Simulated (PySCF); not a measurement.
GeH5Si, SMILES [SiH2][GeH3], multiplicity 2. Coordinates come from a B3LYP-D3(BJ)/def2-TZVP optimisation. The isomer is the one that the SMILES or the coordinates give; other isomers of the formula were not compared.

Computed equilibrium geometry at B3LYP-D3(BJ)/def2-TZVP (PySCF confirms it by a frequency run) as a Z-matrix, and its point group:
point group Cs.
```
Ge
H 1 1.5387
H 1 1.5387 2 108.58
H 1 1.5434 2 108.24 3 117.29
Si 1 2.3835 2 109.78 4 122.69
H 5 1.4861 1 112.93 2 177.35
H 5 1.4861 6 109.26 1 -126.57
```
Charge 0, spin multiplicity 2.
